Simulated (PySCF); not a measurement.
Ga(H)(Cl)(vinyl) (C₂H₄ClGa), SMILES [CH]([GaH][Cl])=C. Heavy atoms are numbered as in [GaH:1]([Cl:3])[CH:4]=[CH2:5]. Hydrogens are named by the atom that carries them.

Geometry: TPSSh-D3(BJ)/def2-SVP. One conformer was computed; it need not be the lowest.

Level of theory: PySCF with B3LYP/pcSseg-1.

GIAO shieldings, no solvent; atoms alike by connectivity are averaged. δ = σ(ref) − σ: ¹H against TMS (σ = 31.68 ppm); ³⁵Cl against HCl (σ = 933.3 ppm); ¹³C against TMS (σ = 181.3 ppm), references at their B3LYP-D3(BJ)/def2-TZVP geometries, non-relativistic (without spin–orbit terms, shifts of atoms bonded to Cl or Br come out too high).

| nucleus | atoms | count | δ (ppm) |
|---|---|---|---|
| ¹H | H on C5 | 2 | 7.18 |
| ¹H | H on C4 | 1 | 6.95 |
| ¹H | H on Ga1 | 1 | 6.28 |
| ³⁵Cl | Cl3 | 1 | 70.6 |
| ¹³C | C5 (CH2) | 1 | 156.7 |
| ¹³C | C4 (CH) | 1 | 150.6 |
